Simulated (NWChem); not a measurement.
All runs are NWChem calculations. System: HISi, charge 0, spin multiplicity 1, at a geometry optimised with PBE/def2-SVP with def2 effective core potentials on I. The structure started from a generated list of species. Level: RHF/def2-TZVP with def2 effective core potentials on I.

The NWChem input:

```
start mol
memory heap 200 mb stack 900 mb global 1100 mb
geometry units angstroms nocenter noautoz
  Si    -1.303143     1.441542     0.000000
  H     -0.199469     2.530925     0.000000
  I      0.347990    -0.428538     0.000000
  symmetry group Cs
end
basis spherical
  * library def2-tzvp
end
ecp
  I library def2-ecp
end
scf
  rhf
  nopen 0
  maxiter 100
  thresh 1e-7
  semidirect memsize 60000000 filesize 0
end
task scf energy
```

NWChem printed:

```
             Northwest Computational Chemistry Package (NWChem) 7.3.0
             --------------------------------------------------------

                                NWChem Input Module
                                -------------------

 Scaling coordinates for geometry "geometry" by  1.889725989
 (inverse scale =  0.529177249)

 Turning off AUTOSYM since
 SYMMETRY directive was detected!

                             Geometry "geometry" -> ""
                             -------------------------

 Output coordinates in angstroms (scale by  1.889725989 to convert to a.u.)

  No.       Tag          Charge          X              Y              Z
 ---- ---------------- ---------- -------------- -------------- --------------
    1 Si                  14.0000    -1.30314300     1.44154200     0.00000000
    2 H                    1.0000    -0.19946900     2.53092500     0.00000000
    3 I                   53.0000     0.34799000    -0.42853800     0.00000000

 Effective nuclear repulsion energy (a.u.)     171.4906820518

            Nuclear Dipole moment (a.u.)
            ----------------------------
        X                 Y               Z
 ---------------- ---------------- ----------------
    -0.0000018897    -0.0000018897     0.0000000000

      Symmetry information
      --------------------

 Group name             Cs
 Group number              2
 Group order               2
 No. of unique centers     3

      Symmetry unique atoms

     1    2    3


 Summary of "ao basis" -> "" (spherical)
 ------------------------------------------------------------------------------
       Tag                 Description            Shells   Functions and Types
 ---------------- ------------------------------  ------  ---------------------
 *                         def2-tzvp                  on all atoms

 Summary of "ao basis" -> "ao basis" (spherical)
 ------------------------------------------------------------------------------
       Tag                 Description            Shells   Functions and Types
 ---------------- ------------------------------  ------  ---------------------
[...]
 Vector   20  Occ=2.000000D+00  E=-3.367738D-01  Symmetry=a'
              MO Center= -6.8D-01,  6.9D-01, -7.0D-16, r^2= 4.3D+00
   Bfn.  Coefficient  Atom+Function         Bfn.  Coefficient  Atom+Function
  ----- ------------  ---------------      ----- ------------  ---------------
    59      0.393605  3 I  px                 5      0.339381  1 Si s
    53     -0.307909  3 I  px                 4      0.288454  1 Si s
    15     -0.281592  1 Si px                56      0.237757  3 I  px
    62      0.213535  3 I  px                18     -0.176329  1 Si px
     3     -0.164259  1 Si s

 Vector   21  Occ=0.000000D+00  E=-5.209799D-03  Symmetry=a"
              MO Center= -1.2D+00,  1.3D+00, -3.5D-15, r^2= 3.9D+00
   Bfn.  Coefficient  Atom+Function         Bfn.  Coefficient  Atom+Function
  ----- ------------  ---------------      ----- ------------  ---------------
    20      0.687804  1 Si pz                17      0.340116  1 Si pz
    64     -0.232212  3 I  pz                61     -0.155506  3 I  pz

 Vector   22  Occ=0.000000D+00  E= 7.836275D-02  Symmetry=a'
              MO Center= -8.6D-01,  1.0D+00,  2.3D-15, r^2= 7.4D+00
   Bfn.  Coefficient  Atom+Function         Bfn.  Coefficient  Atom+Function
  ----- ------------  ---------------      ----- ------------  ---------------
    19      1.021613  1 Si py                49      0.948413  3 I  s
     5     -0.648055  1 Si s                 62     -0.600627  3 I  px
    63      0.600788  3 I  py                18     -0.591317  1 Si px
    16      0.225600  1 Si py                46     -0.180635  3 I  s
    60      0.168622  3 I  py                59     -0.158015  3 I  px

 Vector   23  Occ=0.000000D+00  E= 1.384720D-01  Symmetry=a'
              MO Center= -1.3D+00,  1.1D+00, -5.6D-16, r^2= 6.1D+00
   Bfn.  Coefficient  Atom+Function         Bfn.  Coefficient  Atom+Function
  ----- ------------  ---------------      ----- ------------  ---------------
    40      1.908441  2 H  s                  5     -1.300398  1 Si s
    18     -1.193429  1 Si px                19     -1.005818  1 Si py
    63      0.436835  3 I  py                49      0.224982  3 I  s
     4     -0.220667  1 Si s

 center of mass
 --------------
 x =   0.09093248 y =  -0.13942141 z =   0.00000000

 moments of inertia (a.u.)
 ------------------
         310.857759779991         255.100018794577           0.000000000000
         255.100018794577         223.392654632388           0.000000000000
           0.000000000000           0.000000000000         534.250414412380

  Mulliken analysis of the total density
  --------------------------------------

    Atom       Charge   Shell Charges
 -----------   ------   -------------------------------------------------------
    1 Si  14    13.74   2.00  0.59  1.38  1.11  0.70  4.10  1.74  0.40  1.07  0.43  0.06  0.14  0.02
    2 H    1     1.03   0.23  0.56  0.23  0.01
    3 I   25    25.23   0.18 -0.77  1.58  1.01  1.08  0.85 -0.49  6.45  1.33  2.90  1.07  9.23  0.76  0.05  0.01  0.00

       Multipole analysis of the density wrt the origin
       ------------------------------------------------

     L   x y z        total         open         nuclear
     -   - - -        -----         ----         -------
     0   0 0 0     -0.000000      0.000000     40.000000

     1   1 0 0     -0.307274      0.000000    -18.412963
     1   0 1 0      0.514992      0.000000     22.674941
     1   0 0 1     -0.000000      0.000000      0.000000

     2   2 0 0    -31.951126      0.000000     95.853642
     2   1 1 0     -1.803706      0.000000   -109.033556
     2   1 0 1      0.000000      0.000000      0.000000
     2   0 2 0    -29.582471      0.000000    143.161499
     2   0 1 1     -0.000000      0.000000      0.000000
     2   0 0 2    -29.280406      0.000000      0.000000

 Task  times  cpu:        1.7s     wall:        1.7s

 Total times  cpu:        1.8s     wall:        1.8s
```
